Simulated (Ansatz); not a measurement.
Gas-phase electronic energies from Ansatz, PBE0-D4/def2-TZVP geometries. CBS: MP2 limit from def2 TZ/QZ plus the TZ coupled-cluster correction, frozen cores. DFT in def2-TZVPP. Elements past krypton have def2 core potentials. For Sn outer-core shells are correlated without core-valence functions, which leaves a few kJ/mol of doubt a bond. Each species was taken in one conformer, which may not be the lowest.

`[NH2][SnH]([OH])[Cl]` + `CO[Si]1(F)CO1` → `C[O][SnH]([OH])[Cl]` + `N[Si]1(F)CO1`  (redistribution)

`[NH2][SnH]([OH])[Cl]`:

```xyz
8

N     1.206    0.982   -0.338
Sn   -0.556    0.070   -0.116
O    -0.552   -0.506    1.745
Cl   -0.758   -1.923   -1.334
H     1.415    1.282   -1.281
H     1.984    0.433    0.006
H    -1.865    1.066   -0.529
H    -0.875   -1.404    1.847
```

`CO[Si]1(F)CO1`:

Cartesian coordinates in Å:
```
C 0.262 2.025 0.498
O 0.561 0.643 0.454
Si -0.080 -0.511 -0.457
F -0.992 0.171 -1.560
C -0.294 -2.218 0.003
O 0.846 -1.760 -0.912
H -0.386 2.328 -0.328
H -0.229 2.258 1.445
H 1.198 2.583 0.438
H 0.088 -2.629 0.934
H -0.974 -2.891 -0.514
```

`C[O][SnH]([OH])[Cl]`:

```xyz
10

C     0.642   -0.453   -1.560
O     0.439   -0.762   -0.199
Sn   -0.813    0.225    0.914
O    -0.186   -0.064    2.725
Cl   -0.553    2.457    0.321
H    -0.220   -0.731   -2.178
H     0.853    0.611   -1.720
H     1.505   -1.028   -1.906
H    -2.439   -0.233    0.806
H     0.771   -0.021    2.797
```

`N[Si]1(F)CO1`:

Z-matrix (Å, degrees):
```
Si
F 1 1.585
C 1 1.788 2 119.8
N 1 1.676 2 105.9 3 159.7
O 1 1.625 2 119.7 3 -61.7
H 3 1.088 1 122.7 2 -9.9
H 3 1.088 1 123.7 2 157.8
H 4 1.004 1 123.0 2 170.0
H 4 1.004 1 122.8 2 -14.7
```

Q: Is it downhill or uphill in electronic energy at CCSD(T)/CBS, and by how much? (Estimate.)

A: Computed: Uphill: ΔE = +2.8 kcal/mol.

Q: What do these levels give: PBE-D4, PBE0-D4, ωB97X-V, ωB97M-V, MP2/def2-QZVPP, MP2/CBS(def2)? (Best estimate.)

A: The calculation gave: PBE-D4 2.4, PBE0-D4 3.0, ωB97X-V 2.9, ωB97M-V 3.2, MP2/def2-QZVPP 3.0, MP2/CBS(def2) 2.6 kcal/mol.

Largest T1 diagnostic among the species: 0.013.

In def2-TZVPP, CCSD(T) changes the Hartree–Fock value by −0.8 kcal/mol (the triples alone add −0.2 kcal/mol) and MP2 by −1.0 kcal/mol.
